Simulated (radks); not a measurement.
Values are calculated unless marked as measured or tabulated.
Task: The mean radii <r> (bohr) of the occupied orbitals of an atom or ion are listed with their occupations. Level of theory: scalar-relativistic Kohn-Sham, PBE, spin-polarised, spherical densities, point nucleus (a radial shooting solver on a logarithmic mesh with Libxc functionals).

| orbital | occ. | <r> |
|---|---|---|
| 1s | 2 | 0.01578 |
| 2s | 2 | 0.06593 |
| 2p | 6 | 0.05993 |
| 3s | 2 | 0.1613 |
| 3p | 6 | 0.1606 |

Name the element and its charge. Open shells, if any, are filled with parallel spins first.

Result: Z = 83, bismuth, charge +65: Bi65+ in [Ar]. The 1s radius gives Z: for a bare nucleus <r> = (2 gamma + 1)/(2Z) with gamma = sqrt(1 - (Z/c)^2), 0.01561 bohr for Z = 83, and screening makes it slightly larger (0.01578 here). The occupations add up to 18, and the charge is Z minus that.
